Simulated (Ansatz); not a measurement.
Gas-phase electronic energies from Ansatz, PBE0-D4/def2-TZVP geometries. CBS: MP2 limit from def2 TZ/QZ plus the TZ coupled-cluster correction, frozen cores. DFT in def2-TZVPP. HSE06 is defined as in plane-wave codes. For Ge outer-core shells are correlated without core-valence functions, which leaves a few kJ/mol of doubt a bond. Scalar relativity is left out up to krypton. Each species was taken in one conformer, which may not be the lowest.

Reaction (ligand exchange at a Ge–N bond): `[GeH3][NH]C1=C[SiH2]1` + `O[Si](F)(Cl)Cl` → `F[Si](Cl)(Cl)[O][GeH3]` + `NC1=C[SiH2]1`

Task: Is it downhill or uphill in electronic energy at CCSD(T)/CBS, and by how much? (Best estimate.)

Result: The calculation gave: Downhill: ΔE = -0.35 eV.

Task: What do these levels give: PBE0-D4, ωB97X-V, revPBE, BLYP, r2SCAN, HSE06, CAM-B3LYP, LC-ωPBE, HF/def2-SVP, MP2/def2-SVP, CCSD/def2-TZVPP, HF/def2-QZVPP? (An estimate is asked.)

Result: Ansatz gave: PBE0-D4 -0.36, ωB97X-V -0.40, revPBE -0.35, BLYP -0.39, r2SCAN -0.38, HSE06 -0.36, CAM-B3LYP -0.42, LC-ωPBE -0.38, HF/def2-SVP -0.51, MP2/def2-SVP -0.36, CCSD/def2-TZVPP -0.37, HF/def2-QZVPP -0.52 eV.

Largest T1 diagnostic among the species: 0.013.

At CCSD(T), def2-SVP lies −0.03 eV from the extrapolated value and def2-TZVPP −0.00 eV. In def2-TZVPP, CCSD(T) changes the Hartree–Fock value by +0.16 eV (the triples alone add +0.02 eV) and MP2 by +0.18 eV.
